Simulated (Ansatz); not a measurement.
BaSe₂, 3 atoms. Hardware: 4 threads of Arm Neoverse V2 on a shared host.

In the def2 sets Ba takes a core potential; there is no spin–orbit coupling. Correlated methods freeze 18 core orbitals; core or outer-core shells of Ba, Se are correlated, in sets that lack core-valence functions.

Q: How many basis functions does each of these Ansatz runs have, and roughly what does it cost? CCSD(T)/def2-TZVPP, charge 0 triplet, energy, from earlier orbitals; PBE0-D4/def2-SVP, charge 0 quintet, energy with a search over starts; BHLYP-D4/def2-TZVP, charge 0 quintet, energy, from earlier orbitals; r2SCAN-D4/def2-TZVP, charge 0 unrestricted singlet, energy, from earlier orbitals; CAM-B3LYP-D4/def2-TZVP, charge 0 quintet, energy, from earlier orbitals; CAM-B3LYP-D4/def2-TZVP, charge 0 singlet, energy, from earlier orbitals; PBE-D4/def2-TZVPD, charge 0 singlet, energy, from earlier orbitals; BHLYP-D4/def2-TZVP, charge 0 singlet, energy, from earlier orbitals; r2SCAN-D4/def2-TZVPD, charge 0 singlet, energy, from earlier orbitals; r2SCAN-D4/def2-TZVP, charge 1 doublet at the geometry of the charge 0 singlet, energy, from earlier orbitals; BHLYP-D4/def2-TZVP, charge 0 triplet, energy, from earlier orbitals; PBE0-D4/def2-TZVP, charge 0 triplet, energy, from earlier orbitals.

A: Other jobs shared the machine, so times can vary by a factor of up to 3. A dash marks memory too small to be measured apart from the calling script's.

```json
{"run": "PBE-D4/def2-TZVPD, charge 0 singlet, energy, from earlier orbitals", "functions": "154", "fitting or Cholesky vectors": "1133", "wall time": "2 s", "peak host memory (GiB)": "–"}
{"run": "BHLYP-D4/def2-TZVP, charge 0 singlet, energy, from earlier orbitals", "functions": "136", "fitting or Cholesky vectors": "1248", "wall time": "2.7 s", "peak host memory (GiB)": "–"}
{"run": "CAM-B3LYP-D4/def2-TZVP, charge 0 singlet, energy, from earlier orbitals", "functions": "136", "fitting or Cholesky vectors": "1105", "wall time": "3.1 s", "peak host memory (GiB)": "–"}
{"run": "r2SCAN-D4/def2-TZVPD, charge 0 singlet, energy, from earlier orbitals", "functions": "154", "fitting or Cholesky vectors": "1133", "wall time": "4.1 s", "peak host memory (GiB)": "–"}
{"run": "r2SCAN-D4/def2-TZVP, charge 0 unrestricted singlet, energy, from earlier orbitals", "functions": "136", "fitting or Cholesky vectors": "1061", "wall time": "6.5 s", "peak host memory (GiB)": "–"}
{"run": "r2SCAN-D4/def2-TZVP, charge 1 doublet at the geometry of the charge 0 singlet, energy, from earlier orbitals", "functions": "136", "fitting or Cholesky vectors": "1061", "wall time": "6.5 s", "peak host memory (GiB)": "–"}
{"run": "PBE0-D4/def2-TZVP, charge 0 triplet, energy, from earlier orbitals", "functions": "136", "fitting or Cholesky vectors": "900", "wall time": "6.5 s", "peak host memory (GiB)": "–"}
{"run": "BHLYP-D4/def2-TZVP, charge 0 triplet, energy, from earlier orbitals", "functions": "136", "fitting or Cholesky vectors": "900", "wall time": "9 s", "peak host memory (GiB)": "–"}
{"run": "PBE0-D4/def2-SVP, charge 0 quintet, energy with a search over starts", "functions": "94", "fitting or Cholesky vectors": "819", "wall time": "9.5 s", "peak host memory (GiB)": "–"}
{"run": "CAM-B3LYP-D4/def2-TZVP, charge 0 quintet, energy, from earlier orbitals", "functions": "136", "fitting or Cholesky vectors": "896", "wall time": "16 s", "peak host memory (GiB)": "–"}
{"run": "BHLYP-D4/def2-TZVP, charge 0 quintet, energy, from earlier orbitals", "functions": "136", "fitting or Cholesky vectors": "896", "wall time": "16 s", "peak host memory (GiB)": "–"}
{"run": "CCSD(T)/def2-TZVPP, charge 0 triplet, energy, from earlier orbitals", "functions": "136", "fitting or Cholesky vectors": "900", "wall time": "17 s", "peak host memory (GiB)": "1.3"}
```
